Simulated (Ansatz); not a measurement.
Reaction (ligand exchange at the Al–Se bond): `C[Se][AlH2]` + HCl → `[AlH2][Cl]` + `C[SeH]`

Isolated molecules relaxed with PBE0-D4/def2-TZVP in Ansatz; ΔE leaves out vibrations. CCSD(T)/CBS is the MP2 limit (def2-TZVPP, def2-QZVPP) plus CCSD(T) − MP2 in def2-TZVPP, frozen cores. This one scheme is used for every species. Functionals use def2-TZVPP. For Se outer-core shells are correlated without core-valence functions, which leaves a few kJ/mol of doubt a bond. Scalar relativity is left out up to krypton.

CCSD(T)/CBS gives -43.2 kJ/mol.

Task: Another level gave -50.6 kJ/mol. Which?
A. LDA (SPW92)/def2-TZVPP
B. PBE-QIDH/def2-TZVPP
C. B97M-V/def2-TZVPP
D. HF/def2-TZVPP

Result: C. B97M-V -50.6, PBE-QIDH -44.2, LDA (SPW92) -35.6, HF/def2-TZVPP -59.9 kJ/mol.

Largest T1 diagnostic among the species: 0.010.

The D4 term adds +4.5 kJ/mol with B3LYP and +2.5 kJ/mol with PBE0; it sums over pairs of atoms, weighted by their polarisabilities, and B3LYP, whose exchange is more repulsive, gets the larger term. In def2-TZVPP, CCSD(T) changes the Hartree–Fock value by +16.2 kJ/mol (the triples alone add +2.8 kJ/mol) and MP2 by +16.0 kJ/mol. At CCSD(T), def2-SVP lies −6.8 kJ/mol from the extrapolated value and def2-TZVPP −0.5 kJ/mol.

B3LYP here is the variant with VWN-RPA as its local correlation; programs differ in this.
